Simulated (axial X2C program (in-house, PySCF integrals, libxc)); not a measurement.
Ionising FeH

All values come from calculations with an in-house relativistic program for diatomic molecules, spin-free (one-electron X2C) or two-component (2c: spin–orbit coupling with atomic mean-field Coulomb and Gaunt terms, which also bring small scalar terms), in Dyall basis sets with cores contracted in-house; open shells are unrestricted.

Basis sets: Fe dyall-cv3z, H dyall-v3z. Frozen shells (counts by l): FeH Fe 3s2p, H none, 9 electrons correlated; FeH⁺ Fe 3s2p, H none, 8 electrons correlated. Coupled cluster in natural virtuals with an MP2 remainder. Where the outer core of a metal is frozen, bonds come out longer and ionisation energies lower.

| Hamiltonian | level | FeH state | Re (Å) | ωe (cm⁻¹) | De (eV) |
| --- | --- | --- | --- | --- | --- |
| spin-free | HF | M_S = 3/2, Λ = 1 | 1.704 | 1552.1 | 0.88 |
| spin-free | PBE0 | M_S = 3/2, Λ = 1 | 1.543 | 1748.8 | 1.70 |
| spin-free | CCSD | M_S = 3/2, Λ = 1 | 1.602 | 1610.0 | 1.36 |
| spin-free | CCSD(T) | M_S = 3/2, Λ = 1 | 1.595 | 1611.3 | 1.36 |
| 2c | HF | Ω = 5/2 | 1.704 | 1551.1 | n/a |
| 2c | PBE0 | Ω = 5/2 | 1.543 | 1748.2 | n/a |

Adiabatic ionisation energy (minimum to minimum, no zero-point term) and constants of FeH⁺:

```csv
Hamiltonian,level,FeH⁺ state,IE (eV),Re (Å),ωe (cm⁻¹),De (eV),fragments
spin-free,HF,"M_S = 2, Λ = 1",6.45,1.647,1634.7,0.86,Fe+ + H
spin-free,PBE0,"M_S = 2, Λ = 1",7.21,1.550,1880.6,2.12,Fe+ + H
spin-free,CCSD,"M_S = 2, Λ = 1",6.94,1.571,1870.4,2.08,Fe+ + H
spin-free,CCSD(T),"M_S = 2, Λ = 1",6.97,1.568,1868.2,2.14,Fe+ + H
2c,HF,Ω = 3,6.45,1.647,1633.7,n/a,Fe+ + H
2c,PBE0,Ω = 3,7.20,1.550,1880.1,n/a,Fe+ + H
```

(1) Add the zero-point terms to the ionisation energy at PBE0, 2c, and say whether the electron removed was bonding.

Each entry is the lowest single determinant of a limited PBE0 search at one distance. De goes to single-determinant-based atoms at the same level (for ions the charge split of lowest energy) and is withheld (n/a) where an atom does not fit its ground term or J level. Main or longest-lived isotopes. One determinant is a doubtful description, or other states lie close, for FeH, FeH⁺; these need not be ground states, and all values refer to the states named. Some open-shell Ω = 0 determinants are out of reach, so the Ω given for FeH⁺ need not be the lowest component. With several unpaired electrons the Ω given is that of one determinant, not necessarily of the lowest component. The functionals have no current term, which raises determinants with orbital currents.

## Answers

(1) IE0 = IE + (ωe⁺ − ωe)/2 = 7.20 + (0.008) = 7.21 eV. Re changes by 0.007 Å, so the electron was nearly non-bonding.
